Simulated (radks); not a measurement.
Spherical jellium clusters: N electrons in a uniform positive sphere of charge N and radius rs N^(1/3), rs = 4.52 bohr. Calculated with a radial shooting solver with Libxc functionals: non-relativistic Kohn-Sham, LDA (Slater exchange, Perdew-Wang correlation), spin-polarised, spherical densities. Levels are named by radial order and angular momentum (1s, 1p, 1d, 2s, ...), and open shells are averaged over m.

N = 9, configuration 1s2 1p6 1d(up 1, down 0). This is the lowest configuration that the search found. Occupied and some empty levels:

level    occupation  eigenvalue (eV)  <r> (bohr)
1s up             1          -4.0683       6.231
1s down           1          -3.9820       6.155
1p up             3          -3.1607       7.419
1p down           3          -3.0517       7.400
1d up             1          -2.0305       8.476
1d down           0          -1.9163       8.504
2s up             0          -1.5456       8.044
2s down           0          -1.4881       8.112
1f up             0         -0.79667       9.766
1f down           0         -0.69300       9.882
2p up             0         -0.55738       11.38
2p down           0         -0.50897       11.59

Energy (eV): total -16.0008, kinetic 12.400, external -276.76, Hartree 136.58, exchange-correlation -28.882, background 140.66.

Electron density:

r (bohr)  n(r) (e/bohr^3)
1.07             0.001651
2.22             0.002100
3.37             0.002677
4.52             0.003126
5.67             0.003183
6.81             0.002714
7.96             0.001867
9.11             0.001014
10.3            0.0004494
11.4            0.0001746
12.6           0.00006260
13.7           0.00002136
14.8            7.162e-06
